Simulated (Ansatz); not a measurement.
Compare A (`C=CO[SiH2]F`) with its isomer B (`FC1OC[SiH2]1`).

Program: Ansatz. Geometries: PBE0-D4/def2-TZVP. ΔE: electronic, gas phase. CCSD(T)/CBS is the MP2 limit (def2-TZVPP, def2-QZVPP) plus CCSD(T) − MP2 in def2-TZVPP, frozen cores. Functionals use def2-TZVPP. B3LYP here is the variant with VWN-RPA as its local correlation; programs differ in this. Each species was taken in one conformer, which may not be the lowest.

A:

```xyz
10

C     0.733    0.673    1.852
C     0.616    0.265    0.601
O    -0.522   -0.306    0.123
Si   -0.864   -0.639   -1.441
F    -1.377    0.669   -2.188
H    -0.086    0.581    2.554
H     1.663    1.110    2.187
H     1.432    0.353   -0.115
H    -1.957   -1.625   -1.429
H     0.363   -1.081   -2.144
```

B:

Z-matrix (Å, degrees):
```
C
O 1 1.399
F 1 1.388 2 110.4
Si 1 1.912 2 89.8 3 -114.3
H 1 1.091 2 110.1 3 117.3
C 2 1.452 1 104.4 3 96.6
H 4 1.486 1 114.5 2 -95.4
H 4 1.485 1 119.7 2 130.2
H 6 1.090 2 109.7 1 138.6
H 6 1.093 2 110.9 1 -100.5
```

Q: Which isomer does CCSD(T)/CBS put lower? Give the gap. (An estimate is asked.)

A: The calculation gave: A, by 352.4 kJ/mol.

Q: Give E(B) − E(A) in kJ/mol with B2PLYP, ωB97M-V, B3LYP-D4, CCSD(T)/def2-TZVPP, HF/def2-TZVPP, PBE-D4, r2SCAN-D4. (An estimate is asked.)

A: Computed: B2PLYP 355.8, ωB97M-V 336.7, B3LYP-D4 349.0, CCSD(T)/def2-TZVPP 348.6, HF/def2-TZVPP 386.5, PBE-D4 309.1, r2SCAN-D4 337.3. None reverses the order clearly.

Largest T1 diagnostic: 0.013.

In def2-TZVPP, CCSD(T) changes the Hartree–Fock value by −37.9 kJ/mol (the triples alone add −5.1 kJ/mol) and MP2 by −28.3 kJ/mol. From PBE to PBE0 (25 % exact exchange), in def2-TZVPP and without D4, E(B) − E(A) moves by +9.8 kJ/mol.
